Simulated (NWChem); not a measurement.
# CH2FNOSi; SMILES C(=O)=N[SiH2]F

```xyz
7

Si    -0.5089    -1.1629     0.0008
F      0.9231    -1.9461    -0.0002
N     -0.2176     0.5299    -0.0033
C      0.0564     1.7091    -0.0006
O      0.3111     2.8609     0.0013
H     -1.2415    -1.5254     1.2510
H     -1.2465    -1.5305    -1.2451
```
Atoms are numbered in this order, from 1.

Program: NWChem. Pople sets run with spherical d functions. Coordinates come from a PBE-D3(BJ)/def2-SVP optimisation.

Problem. Taking PBE0/6-311++G** as the yardstick, which of these has the fewest basis functions while keeping “dipole (D)” within 0.05 D of it: PBE0/6-31G*; PBE0/3-21G; PBE0/6-31+G*; PBE0/6-311G**; PBE0/STO-3G?

Solution. PBE0/6-31+G* (a larger set in the list lies outside the tolerance).
```csv
level,basis functions,dipole (D),relative time (rough)
PBE0/STO-3G,31,2.25,1
PBE0/3-21G,53,1.99,1
PBE0/6-31G*,78,1.87,3
PBE0/6-31+G*,98,2.10,6
PBE0/6-311G**,110,2.00,5
PBE0/6-311++G**,132,2.14,8
```

The yardstick is one finite set, not the basis-set limit.
